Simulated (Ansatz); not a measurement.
**F3H5NSi2+: structure from calculated spectroscopic constants**

These gas-phase data were calculated for one isomer of F3H5NSi2+ at B3LYP-D3(BJ)/def2-SVP (harmonic, unscaled wavenumbers; equilibrium rotational constants with average atomic masses):

- rotational constants: 3.117, 1.462, 1.372 GHz
- all wavenumbers above 1500 cm⁻¹: 3483, 3465, 3382, 2317, 2290, 1618, 1603

Candidates:

(1) `F[Si](F)(F)[NH2+][SiH3]`, a singlet
(2) `[NH3+][SiH2][Si](F)(F)F`, a singlet
(3) `F[SiH2][NH2+][SiH](F)F`, a singlet

Task: Which candidate do the data belong to?

Result: Candidate (2). 3 modes lie between 3250 and 3800 cm⁻¹, one for each N–H bond, while (1) has 2, (3) has 2.

The same quantities for all candidates:

```tsv
	rotational constants (GHz)	wavenumbers above 1500 cm⁻¹	E above the lowest, B3LYP-D3(BJ)/def2-SVP (kcal/mol)
(1)	3.566, 1.335, 1.333	3443, 3390, 2341, 2334, 2298, 1562	0.0
(2)	3.117, 1.462, 1.372	3483, 3465, 3382, 2317, 2290, 1618, 1603	6.2
(3)	4.37, 1.342, 1.189	3443, 3386, 2415, 2378, 2337, 1562	0.3
```

Harmonic stretches to hydrogen usually lie a few per cent above observed fundamentals. Each candidate is one conformer. Programs: Ansatz 0.2.0.
